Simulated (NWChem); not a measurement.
# SiP2H6O; SMILES O[SiH](P)P

```xyz
10

Si     0.3963    -0.0192    -0.3421
O      1.7958    -0.2921     0.5271
P     -0.7962     1.8094     0.2686
P     -0.9035    -1.8105     0.0964
H      0.7087     0.1617    -1.7969
H      2.4970     0.3598     0.4307
H     -0.5711     1.5962     1.6631
H      0.3136     2.7003     0.1241
H     -1.8013    -1.4884    -0.9690
H     -0.1190    -2.6932    -0.7084
```
Atoms are numbered in this order, from 1.

Geometry: optimised at PBE0/def2-SVP.

### Question
Give the principal values of the shielding tensors (ppm) of Si1, O2, P3, P4 from PBE/pcSseg-1, GIAO (NWChem), with their diamagnetic and paramagnetic parts as GIAO splits them.

### Answer
```tsv
atom	σ11	σ22	σ33	isotropic	diamagnetic	paramagnetic
Si1	226.0	310.3	395.0	310.4	881.6	-571.1
O2	238.8	287.1	292.1	272.7	390.9	-118.2
P3	498.6	533.1	581.5	537.7	967.6	-429.8
P4	494.4	576.3	632.5	567.7	967.4	-399.6
```
